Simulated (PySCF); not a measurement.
C5H7F3OSi.
Numbering: `[F:1][C:2]([F:3])([F:4])[O:5][C@H:6]1[CH:7]=[CH:8][CH2:9][SiH2:10]1` (hydrogens: H11 on C6; H12 on C7; H13 on C8; H14, H15 on C9; H16, H17 on Si10)

Computed with PySCF at PBE0/pcSseg-1, non-relativistic, on one gas-phase PBE0-D3(BJ)/def2-SVP geometry that isn't relaxed in the solvent. The solvent is an IEF-PCM continuum (Bondi radii, 1.10 Å for H, scaled by 1.2). Specific hydrogen bonds and non-electrostatic terms are outside this model.

Gas phase at PBE0/pcSseg-1: HOMO -7.64 eV, LUMO -0.23 eV, dipole 3.08 D.

Task: What does the continuum do to the energy, the frontier levels and the dipole at PBE0/pcSseg-1 in chloroform?

Result: 
```
   solvent      ε  E(solvent) − E(gas) (kcal/mol)  polarisation term (kcal/mol)  distortion of the solute (kcal/mol)  HOMO (eV)  LUMO (eV)  dipole (D)
chloroform  4.711                           -2.25                         -2.45                                 0.20      -7.47      -0.05        3.59
```

Polarisation term: ½ Σ q·V over the induced surface charges. Distortion: the rise of the solute's own energy as its density leaves the gas-phase optimum.

Task: Which radius a makes the point-dipole formula ΔE = −[(ε − 1)/(2ε + 1)]·μ²/a³ give the value in chloroform, with the gas-phase dipole?

Result: μ = 1.212 au and |ΔE| = 0.00359 Eh give a = 2.78 Å; the farthest nucleus lies 3.76 Å from the centroid of the nuclei, so such a sphere wouldn't even hold the nuclei. The formula assumes a rigid point dipole at the centre of a sphere.

Task: Which Hirshfeld charges (PBE0/pcSseg-1) respond most in chloroform (means over atoms taken as equivalent)?

Result: 
| atoms | environment | gas (e) | solvent (e) | change |
| --- | --- | --- | --- | --- |
| O5 | ether oxygen | -0.145 | -0.151 | -0.006 |
| C7 | alkene CH carbon | -0.059 | -0.064 | -0.005 |
| H15 | methylene hydrogen | +0.046 | +0.051 | +0.005 |
| H11 | methine hydrogen | +0.034 | +0.038 | +0.004 |
| H13 | vinylic hydrogen | +0.051 | +0.056 | +0.005 |
| H14 | methylene hydrogen | +0.046 | +0.050 | +0.004 |
| H17 | Si–H hydrogen | -0.072 | -0.075 | -0.003 |
| F1/F3/F4 | fluorine of a CF3 group | -0.092 | -0.094 | -0.002 |

Task: Which Mayer bond orders change most in chloroform?

Result: 
```json
{"bond": "O5–C6", "length (Å)": "1.442", "gas": "0.782", "solvent": "0.770", "change": "-0.012"}
{"bond": "C9–Si10", "length (Å)": "1.899", "gas": "0.898", "solvent": "0.906", "change": "+0.008"}
{"bond": "C2–O5", "length (Å)": "1.330", "gas": "1.125", "solvent": "1.132", "change": "+0.007"}
{"bond": "C2–F3", "length (Å)": "1.319", "gas": "1.071", "solvent": "1.066", "change": "-0.005"}
{"bond": "Si10–H17", "length (Å)": "1.490", "gas": "0.963", "solvent": "0.959", "change": "-0.004"}
{"bond": "C9–H14", "length (Å)": "1.102", "gas": "0.937", "solvent": "0.934", "change": "-0.003"}
{"bond": "C9–H15", "length (Å)": "1.104", "gas": "0.926", "solvent": "0.923", "change": "-0.003"}
{"bond": "C6–C7", "length (Å)": "1.498", "gas": "1.036", "solvent": "1.034", "change": "-0.002"}
```

Task: How do the nuclear quadrupole coupling constants eQVzz/h respond in chloroform?

Result: 
```json
{"nucleus": "17O at O5", "Q (barn)": "-0.0256", "gas (MHz)": "-11.68", "solvent (MHz)": "-11.60", "η gas": "0.89", "η solvent": "0.88"}
```
